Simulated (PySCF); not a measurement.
## Rubidium: a sound run and one with changed settings

Sound run: Rb+ [Kr], Rb(2+) [Ar] 3d10 4s2 4p5. Calculation: PySCF 2.14, in x2c-SVPall; the spin-free X2C one-electron Hamiltonian (Gaussian nucleus). In the sound run the correlated levels freeze [Ar] 3d10 4s2. The sound run starts from symmetry-adapted Hartree-Fock orbitals and uses a fine grid where one is needed.

Changed run: all electrons correlated in a basis built for the valence shell.

```json
{"species": "Rb+", "method": "MP2", "sound run (hartree)": "-2978.77645", "changed run (hartree)": "-2978.86751", "converged": "yes"}
{"species": "Rb(2+)", "method": "MP2", "sound run (hartree)": "-2977.73342", "changed run (hartree)": "-2977.83417", "converged": "yes"}
```

Ionisation energy of Rb+:

```
 method  sound run (eV)  changed run (eV)
    UHF          27.618            27.618
    MP2          28.382            28.119
SCS-MP2          28.324            28.034
```

A valence basis has no tight correlating functions, so it recovers only part of the core correlation, and not evenly between atom and ion.

For comparison, NIST gives 27.290 eV between the lowest levels.
